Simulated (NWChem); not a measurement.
Isomers of C2H5FSi2, each optimised at PBE0/def2-SVP with NWChem, gas phase unless a solvent is named. Flexible species stand in one conformer each, which need not be the lowest.  Relative energies count from the lowest isomer at each level and are electronic, without zero-point energy, on those geometries.

A: C#C[Si@@H](F)[SiH3]
B: FC1=C[SiH2][SiH2]1
C: C#C[SiH2][SiH2]F
D: F[Si@H]1C=C[SiH2]1

Q: Which isomer is lowest, and do the levels agree? Levels: PBE0/def2-SVP; PBE/def2-TZVP; B3LYP/def2-TZVP; LDA (Slater exchange, VWN5)/def2-TZVP; CAM-B3LYP/def2-TZVP; PBE0/def2-TZVP.

A: All put D lowest.
| quantity | A | B | C | D |
|---|---|---|---|---|
| relative energy, PBE0/def2-SVP (kcal/mol) | 23.1 | 37.6 | 25.7 | 0.0 |
| relative energy, PBE/def2-TZVP (kcal/mol) | 19.9 | 40.7 | 22.0 | 0.0 |
| relative energy, B3LYP/def2-TZVP (kcal/mol) | 14.4 | 44.2 | 16.3 | 0.0 |
| relative energy, LDA (Slater exchange, VWN5)/def2-TZVP (kcal/mol) | 26.1 | 38.9 | 28.5 | 0.0 |
| relative energy, CAM-B3LYP/def2-TZVP (kcal/mol) | 15.9 | 44.6 | 17.9 | 0.0 |
| relative energy, PBE0/def2-TZVP (kcal/mol) | 21.7 | 42.2 | 23.7 | 0.0 |
